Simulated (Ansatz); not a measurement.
System: H4GeO, charge 0, singlet. H4GeO (SMILES [OH][GeH3]).
B3LYP-D3(BJ)/def2-TZVP minimum from Ansatz (a quantum-chemistry and plane-wave program):
```xyz
6

Ge    -0.3296     0.0661     0.0728
O      1.3598    -0.3472    -0.3710
H     -0.5537    -0.1891     1.5771
H     -1.1805    -0.8706    -0.7903
H     -0.6095     1.5473    -0.2525
H      2.0112     0.1761     0.1058
```

Hartree-Fock and MP2 correlation energies in hartree (Ansatz). Open shells are spin-unrestricted; no spin-orbit coupling. Correlated methods leave the cores frozen (noble-gas shells, and filled d and f shells in the p block). No relativity.

| basis | X | E(HF) | E(corr, MP2) |
|---|---|---|---|
| cc-pVTZ | 3 | -2152.63990 | -0.37619 |
| cc-pVQZ | 4 | -2152.65110 | -0.40488 |
| cc-pV5Z | 5 | -2152.65326 | withheld |

**Question.** Fit E(corr) = E∞ + A/X³ to X = 3 and 4, predict X = 5, and compare with the run.

**Answer.** A = (-0.37619 - (-0.40488))/(1/27 - 1/64) = 1.3399; E∞ = -0.40488 - A/64 = -0.42582; at X = 5, E∞ + A/125 = -0.41510. The run gave -0.41662, 1.52 mEh below the prediction. The same form on X = 4 and 5 gives E∞ = -0.42894, 3.12 mEh below the first estimate.
